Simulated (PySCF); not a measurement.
C2H8SSi, SMILES C[SiH](C)S. Heavy atoms are numbered as in [SiH:1]([CH3:2])([CH3:3])[SH:4]. Hydrogens are named by the atom that carries them.

The structure is a stationary point at B3LYP-D3(BJ)/def2-SVP. One conformer was computed; it need not be the lowest.

Method: PBE/pcSseg-1 in PySCF.

GIAO shieldings, no solvent; atoms alike by connectivity are averaged. δ = σ(ref) − σ: ²⁹Si against TMS (σ = 335.4 ppm); ¹³C against TMS (σ = 182.0 ppm); ³³S against H2S (σ = 706.5 ppm); ¹H against TMS (σ = 31.49 ppm), references at their B3LYP-D3(BJ)/def2-TZVP geometries, non-relativistic.

Question: Estimate the chemical shifts. (Estimate from the structure and the level; the computed values follow.)

Answer: 
| nucleus | atoms | count | δ (ppm) |
|---|---|---|---|
| ²⁹Si | Si1 (SiH) | 1 | 4.7 |
| ¹³C | C2 (CH3) | 2 | 6.3 |
| ³³S | S4 (SH) | 1 | 20.6 |
| ¹H | H on Si1 | 1 | 5.14 |
| ¹H | H on C2 | 6 | 0.64 |
| ¹H | H on S4 | 1 | 0.14 |
